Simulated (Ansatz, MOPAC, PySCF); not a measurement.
Precursor series Cd NH2-Br. Gas-phase values, no solvent. One relaxed conformer stands for each flexible species; it need not be the lowest.

Quantity: redistribution energy (mixed species minus the weighted end members), in kcal/mol. Semi-empirical values (MOPAC) are differences of heats of formation.

Level 1: frozen-core MP2/def2-TZVPP // PBE-D3(BJ)/def2-SVP (Ansatz, an electronic-structure program)
Level 2: B3LYP/6-31G* (LANL2DZ on Cd) // PBE-D3(BJ)/def2-SVP (PySCF)
Level 3: B3LYP/LANL2DZ // PBE-D3(BJ)/def2-SVP (PySCF)
Level 4: PM3 // PBE-D3(BJ)/def2-SVP (MOPAC)

```
species                                   level 2  level 3  level 4
----------------------------------------  -------  -------  -------
1 of 2 NH2 replaced by Br: [Cd(NH2)(Br)]    -1.65    -0.92    -0.06
```

Task: What does level 1 give for each?

Result: 
- 1 of 2 NH2 replaced by Br: [Cd(NH2)(Br)]: -0.62
